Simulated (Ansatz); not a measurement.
A nudged elastic band was laid between two geometries of CH₈FNOSi₂ (14 atoms, charge 0, multiplicity 1).

Theory: RKS r2SCAN/6-31G (Ansatz 0.2.0).

```
movable images  : 5
climbing image  : yes
spring          : 5.0 eV/Å²
optimiser       : quadratic models (default)
start path      : IDPP
force threshold : 0.05 eV/Å
iteration limit : 25
end points      : relaxed
```

Initial state:

```xyz
14
Properties=species:S:1:pos:R:3
N 0.879 -2.073 -0.811
C 0.351 -1.082 -0.017
O 0.896 -1.236 1.280
F -1.177 -1.252 0.210
Si 0.387 0.722 -0.755
Si -1.062 2.001 0.585
H 1.064 -2.968 -0.380
H 0.746 -2.045 -1.807
H 0.313 -0.787 1.926
H 1.803 1.228 -0.738
H -0.081 0.642 -2.184
H -0.773 3.474 0.484
H -2.493 1.754 0.213
H -0.866 1.591 2.022
```

Final state:

```xyz
14
Properties=species:S:1:pos:R:3
N 1.307 -1.938 -0.502
C 0.679 -0.902 0.148
O 1.523 -0.484 1.206
F -0.615 -1.356 0.878
Si -0.038 0.513 -0.987
Si -1.521 1.746 0.360
H 1.862 -2.573 0.056
H 0.947 -2.271 -1.381
H 0.985 -0.010 1.874
H 1.103 1.338 -1.514
H -0.738 -0.144 -2.147
H -0.903 1.907 1.725
H -1.776 3.121 -0.196
H -2.827 1.025 0.511
```

Problem. What changes between the two ends?

Solution. No bond is made or broken. The dihedral C2–Si5–Si6–H13 goes from -79 to 160°. The two ends are copies of one structure, up to a mirror image or an exchange of like atoms.

Problem. Give the energies along the band, and the barrier.

Solution. The run converged. The highest image is number 3 of 0 to 6, 1.6 kcal/mol above the ends, which have the same energy within 2 meV. A vibrational analysis at the climbing image gives one clearly imaginary mode, 114i cm⁻¹: a first-order saddle point. Limits of this set-up: no polarisation functions.

| image | path coordinate (Å) | energy (kcal/mol) | dihedral C2–Si5–Si6–H13 (°) |
| --- | --- | --- | --- |
| 0 | 0.00 | 0.0 | -79 |
| 1 | 0.77 | 0.5 | -99 |
| 2 | 1.53 | 1.3 | -119 |
| 3 | 2.30 | 1.6 | -140 |
| 4 | 3.10 | 1.3 | -160 |
| 5 | 3.91 | 0.5 | 180 |
| 6 | 4.72 | 0.0 | 160 |

Problem. What is the geometry of the highest image?

Solution. 
```xyz
14
Properties=species:S:1:pos:R:3
N 1.260 -1.952 -0.638
C 0.591 -1.009 0.112
O 1.380 -0.741 1.263
F -0.728 -1.540 0.691
Si -0.006 0.554 -0.894
Si -1.386 1.915 0.452
H 1.780 -2.661 -0.138
H 0.936 -2.174 -1.565
H 0.796 -0.401 1.971
H 1.209 1.293 -1.383
H -0.759 0.033 -2.091
H -0.619 3.089 0.994
H -2.542 2.439 -0.351
H -1.924 1.125 1.608
```

Problem. What are the harmonic wavenumbers there?

Solution. 114i, 41, 101, 194, 241, 311, 356, 380, 403, 421, 454, 481, 519, 561, 565, 630, 679, 742, 807, 839, 913, 920, 925, 967, 1187, 1298, 1413, 1685, 2153, 2167, 2180, 2192, 2201, 3590, 3654, 3746 cm⁻¹.

The band took 5 iterations and roughly 5 core-minutes.

Time of the run: 4.9 min on 1 thread of Arm Neoverse V1, with other jobs on the host, peak memory 0.16 GiB.
